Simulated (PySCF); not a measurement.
**Frontier levels across methods**

Compound: C3H8BNO.
Numbering: `[CH2:1]=[C:2]1[CH2:3][NH2+:4][BH2-:5][O:6]1` (hydrogens: H7, H8 on C1; H9, H10 on C3; H11, H12 on N4; H13, H14 on B5)

Structure used (PBE0-D3(BJ)/def2-SVP), in Å, numbered top down from 1:
```
atom  x, y, z in Å
C1     1.8210    1.3086    0.4407
C2     0.6582    0.6763    0.2330
C3     0.5103   -0.8283    0.1255
N4    -0.7465   -0.9854   -0.6301
B5    -1.6288    0.2884   -0.0689
O6    -0.5303    1.2536    0.0842
H7     2.7505    0.7438    0.5136
H8     1.8474    2.3930    0.5519
H9     1.3641   -1.3294   -0.3508
H10    0.3479   -1.2665    1.1227
H11   -1.2054   -1.8813   -0.4726
H12   -0.5869   -0.8806   -1.6336
H13   -2.4460    0.6097   -0.9147
H14   -2.1084   -0.1102    0.9899
```

Basis pcSseg-1 throughout (PySCF), one geometry. The structure is a single PBE0-D3(BJ)/def2-SVP conformer in the gas phase; no vibrational or solvent corrections.

Problem. How do the orbital energies, the gap and the dipole change with the method?

Solution. 
| method | kind | HOMO (eV) | LUMO (eV) | gap (eV) | μ (D) | SCF cycles |
| --- | --- | --- | --- | --- | --- | --- |
| BLYP | GGA | -4.63 | -0.67 | 3.95 | 5.64 | 16 |
| OPBE | GGA | -4.73 | -0.46 | 4.27 | 5.64 | 15 |
| B97-D | GGA | -4.75 | -0.54 | 4.22 | 5.65 | 16 |
| PBE | GGA | -4.76 | -0.65 | 4.11 | 5.65 | 15 |
| KT3 | GGA | -4.82 | -0.80 | 4.02 | 5.53 | 16 |
| KT2 | GGA | -4.83 | -0.69 | 4.14 | 5.54 | 16 |
| BP86 | GGA | -4.88 | -0.58 | 4.30 | 5.67 | 15 |
| LDA | LDA | -4.92 | -0.80 | 4.12 | 5.74 | 15 |
| B97-2 | global hybrid | -5.71 | 0.24 | 5.95 | 5.79 | 14 |
| B3LYP | global hybrid | -5.74 | -0.12 | 5.62 | 5.78 | 14 |
| PBE0 | global hybrid | -5.95 | 0.24 | 6.19 | 5.82 | 14 |
| mPW1PW91 | global hybrid | -5.98 | 0.21 | 6.20 | 5.82 | 14 |
| BHandHLYP | global hybrid | -7.02 | 0.94 | 7.96 | 5.95 | 13 |
| CAM-B3LYP | range-separated hybrid | -7.26 | 1.08 | 8.34 | 5.89 | 13 |
| wB97X-D | range-separated hybrid | -7.80 | 2.09 | 9.89 | 5.89 | 13 |
| LC-wPBE | range-separated hybrid | -8.57 | 2.47 | 11.04 | 5.98 | 14 |
| HF | Hartree–Fock | -8.62 | 3.18 | 11.80 | 6.15 | 11 |

The HOMO spans 3.99 eV, from BLYP down to HF, and the gap runs from 3.95 eV (BLYP) to 11.80 eV (HF). Over the methods BLYP (0 %), OPBE (0 %), B97-D (0 %), PBE (0 %), KT3 (0 %), KT2 (0 %), BP86 (0 %), LDA (0 %), B97-2 (21 %), B3LYP (20 %), PBE0 (25 %), mPW1PW91 (25 %), BHandHLYP (50 %), HF (100 %), a straight line through the gap against the share of exact exchange rises by 0.77 eV for each 10 % (correlation coefficient 0.999). The dipole ranges from 5.53 D (KT3) to 6.15 D (HF). This basis has no diffuse functions.
